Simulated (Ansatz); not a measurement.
C₃H₇O (SMILES C[C-](C)O), charge -1, singlet, at a GFN2-xTB geometry (a gas-phase anion, which may not be bound at this level); Ansatz (a quantum-chemistry and plane-wave program) with BLYP/6-311G**.

Ansatz was given this input:
Ansatz 0.2 input:
```yaml
crystal:
  periodic: [false, false, false]
  atoms:
    - {symbol: O, position_ang: [0.07243737, 1.40320982, -0.19733602]}
    - {symbol: C, position_ang: [-0.00374291, 0.03902709, 0.51456769]}
    - {symbol: H, position_ang: [0.67877388, 1.90342080, 0.35574421]}
    - {symbol: C, position_ang: [-1.29548155, -0.57666788, -0.04347091]}
    - {symbol: C, position_ang: [1.16825520, -0.77939168, -0.07495182]}
    - {symbol: H, position_ang: [-1.32161314, -0.69032542, -1.14781489]}
    - {symbol: H, position_ang: [1.15603930, -0.89633139, -1.17974156]}
    - {symbol: H, position_ang: [-2.15685030, 0.03773779, 0.23654104]}
    - {symbol: H, position_ang: [2.12944108, -0.31822607, 0.18678398]}
    - {symbol: H, position_ang: [-1.44057069, -1.57307732, 0.39121968]}
    - {symbol: H, position_ang: [1.16109647, -1.78668206, 0.35908608]}
basis:
  gaussian:
    orbitals: 6-311G__.json
    point_charges:
      - {charge: -1.0, position_ang: [0.2551, 4.4846, -2.4083]}
hamiltonian:
  xc: blyp
total_charge: -1
```
The basis file holds 6-311G** in the JSON format of the Basis Set Exchange.

Problem. What does Ansatz print? Leave out banner, timings and long lists.

Solution. 
```
Functional definition: BLYP
907 factors; their error is unknown
mean field evaluation 1: about -5258.7654 eV, gradient 5.5e1 eV
mean field evaluation 2: about -5233.2684 eV, gradient 1.0e2 eV
mean field evaluation 4: about -5266.4474 eV, gradient 6.6e0 eV
mean field evaluation 8: about -5266.5432 eV, gradient 2.9e-1 eV
mean field evaluation 16: about -5266.5009 eV, gradient 3.6e-4 eV
mean field -5266.50092745 eV, -193.5403393214 hartree, gradient 1.2e-5 eV, S^2 0.000000; 0 other end points of the search recorded, 0 dependent functions left out
reference -5266.50126820 eV, -193.5403518436 hartree; 17, 17 occupied and 97, 97 virtual orbitals, 907 factors
Total energy: -5266.50126820 eV, -193.5403518436 hartree
```
